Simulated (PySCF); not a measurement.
Ge(OH)2(SH)2 (GeH4O2S2), SMILES [OH][Ge]([OH])([SH])[SH]. Atoms are numbered in the order given.

```xyz
9

O      0.3059    -1.4338    -1.2276
Ge     0.0000     0.0000    -0.2344
O     -0.3059     1.4338    -1.2276
S     -1.8654    -0.1610     0.9304
S      1.8654     0.1610     0.9304
H     -0.5050    -1.7805    -1.6190
H      0.5050     1.7805    -1.6190
H     -2.3677     0.9273     0.3047
H      2.3677    -0.9273     0.3047
```

The structure is a stationary point at PBE0-D3(BJ)/def2-SVP. This is a generated structure with no PubChem entry under its InChIKey; it may be hypothetical. The values are those of a single conformer.

Level of theory: PBE0-D3(BJ)/def2-SVP (PySCF 2.14.0).

Frequencies are harmonic and unscaled.

Computed normal modes with their intensities:
| mode | ν (cm⁻¹) | IR (km/mol) | moving atoms (share of kinetic energy) |
|---|---|---|---|
| 1 | 89 | 14.3 | S 60 %, O 21 %, H 14 % |
| 2 | 122 | 48.3 | H 93 % |
| 3 | 151 | 16.9 | O 39 %, S 32 %, H 20 %, Ge 8 % |
| 4 | 178 | 17.3 | O 37 %, Ge 29 %, S 28 % |
| 5 | 206 | 3.2 | H 87 % |
| 6 | 218 | 20.1 | O 38 %, H 34 %, S 18 %, Ge 10 % |
| 7 | 236 | 1.1 | O 44 %, H 39 %, S 9 %, Ge 8 % |
| 8 | 272 | 48.2 | H 76 %, O 19 % |
| 9 | 293 | 148.9 | H 49 %, O 45 % |
| 10 | 397 | 24.2 | S 74 %, Ge 17 % |
| 11 | 446 | 71.7 | S 57 %, Ge 40 % |
| 12 | 706 | 63.0 | O 77 %, H 12 %, Ge 10 % |
| 13 | 723 | 88.5 | O 52 %, H 35 %, Ge 10 % |
| 14 | 748 | 24.4 | H 83 %, O 8 % |
| 15 | 761 | 32.3 | H 59 %, O 23 %, Ge 15 % |
| 16 | 893 | 47.2 | H 91 % |
| 17 | 913 | 213.4 | H 89 %, O 9 % |
| 18 | 2715 | 4.2 | H 97 % |
| 19 | 2715 | 5.5 | H 97 % |
| 20 | 3886 | 127.6 | H 94 % |
| 21 | 3888 | 62.3 | H 94 % |
